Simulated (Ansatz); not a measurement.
The first iterations of a band of BClH3N + Cl (7 atoms, charge 0, multiplicity 2).

All numbers below come from UHF/6-31G* in Ansatz 0.2.0.

| Property | Result |
| --- | --- |
| movable images | 7 |
| climbing image | yes |
| spring | 5.0 eV/Å² |
| optimiser | quadratic models (default) |
| start path | through a guess of the saddle point |
| force threshold | 0.5 eV/Å |
| iteration limit | 60 |
| end points | relaxed |

Initial state:

```xyz
7
Properties=species:S:1:pos:R:3
B -0.050 -0.071 -0.055
Cl 0.141 -1.169 1.345
H 0.896 0.538 -0.419
N -1.279 0.039 -0.675
H -2.090 -0.463 -0.387
H -1.423 0.637 -1.458
Cl -0.110 0.489 4.759
```

Final state:

```xyz
7
Properties=species:S:1:pos:R:3
B -0.545 0.169 0.260
Cl -1.124 -0.679 1.726
H 0.287 1.000 0.387
N -1.076 -0.158 -0.973
H -1.780 -0.852 -1.105
H -0.779 0.292 -1.811
Cl 1.103 0.228 4.625
```

| iteration | highest image above the first end (eV) | largest band force component (eV/Å) |
| --- | --- | --- |
| 1 | 3.262 | 5.903 |
| 2 | 1.454 | 3.655 |

**Question.** Does the band converge within its limit, and where does its top end?

**Answer.** The run converged. It ended after 6 iterations with the highest image 0.039 eV above the first end. The threshold of 0.5 eV/Å is loose, so the images may lie well off the minimum-energy path. The order of the point at the top wasn't checked.

Run time: 2.6 min on 1 thread of Arm Neoverse V1, on a shared host, peak memory 0.23 GiB.
